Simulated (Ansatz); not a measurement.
Reaction (ligand exchange at the Si–N bond): `CN[SiH2]OC` + `N[SiH2]F` → `CO[SiH2]N[SiH2]F` + CH₃NH₂

Calculated with Ansatz (gas phase, PBE0-D4/def2-TZVP geometries, no zero-point term in ΔE). CCSD(T)/CBS is the MP2 limit (def2-TZVPP, def2-QZVPP) plus CCSD(T) − MP2 in def2-TZVPP, frozen cores. Functionals use def2-TZVPP. B3LYP here is the variant with VWN-RPA as its local correlation; programs differ in this. One conformer a species, not always the lowest.

`CN[SiH2]OC`:

Z-matrix (Å, degrees):
```
C
N 1 1.446
H 1 1.097 2 113.2
H 1 1.095 2 111.5 3 -122.0
H 1 1.093 2 109.3 3 119.7
Si 2 1.705 1 125.8 3 -101.3
H 2 1.008 1 113.8 3 64.7
O 6 1.647 2 117.4 1 85.9
H 6 1.490 2 105.3 1 -34.1
H 6 1.479 2 108.7 1 -157.1
C 8 1.406 6 122.5 2 -64.3
H 11 1.098 8 111.8 6 -49.6
H 11 1.096 8 111.4 6 71.8
H 11 1.092 8 108.6 6 -168.9
```

`N[SiH2]F`:

Z-matrix (Å, degrees):
```
Si
F 1 1.605
N 1 1.696 2 114.6
H 1 1.479 2 105.8 3 -119.3
H 1 1.479 2 105.8 3 119.3
H 3 1.006 1 122.0 2 77.5
H 3 1.006 1 122.0 2 -77.5
```

`CO[SiH2]N[SiH2]F`:

```xyz
14

C     0.944   -1.599    2.060
O     0.501   -1.163    0.796
Si   -0.250    0.276    0.560
N    -0.918    0.308   -1.020
Si   -0.380    1.214   -2.364
F    -1.189    2.586   -2.528
H     1.198   -2.658    1.988
H     1.836   -1.050    2.381
H     0.168   -1.480    2.826
H    -1.310    0.410    1.597
H     0.707    1.409    0.646
H    -1.725   -0.282   -1.174
H     1.038    1.574   -2.156
H    -0.622    0.454   -3.611
```

CH₃NH₂:

Z-matrix (Å, degrees):
```
C
N 1 1.453
H 1 1.092 2 109.4
H 1 1.100 2 115.4 3 -121.6
H 1 1.092 2 109.4 3 116.8
H 2 1.012 1 110.6 3 62.6
H 2 1.012 1 110.6 3 -179.3
```

```
             level  ΔE (kJ/mol)  difference from CCSD(T)/CBS
            PBE-D4          0.2                          3.9
           PBE0-D4         -1.6                          2.1
          B3LYP-D4         -1.2                          2.5
           ωB97X-V         -1.5                          2.2
           ωB97M-V         -1.1                          2.6
            B2PLYP         -1.9                          1.8
            r2SCAN         -2.3                          1.4
              PBE0         -1.7                          2.0
     HF/def2-TZVPP         -7.1                         -3.4
SCS-MP2/def2-TZVPP         -3.8                         -0.1
CCSD(T)/def2-TZVPP         -4.0                         -0.3
    MP2/def2-QZVPP         -2.5                          1.2
SCS-MP2/def2-QZVPP         -3.8                         -0.1
      HF/CBS(def2)         -7.7                         -4.0
     MP2/CBS(def2)         -2.2                          1.5
    CCSD/CBS(def2)         -4.1                         -0.4
       CCSD(T)/CBS         -3.7                            0
```

Largest T1 diagnostic among the species: 0.011.

In def2-TZVPP, CCSD(T) changes the Hartree–Fock value by +3.1 kJ/mol (the triples alone add +0.4 kJ/mol) and MP2 by +4.6 kJ/mol.
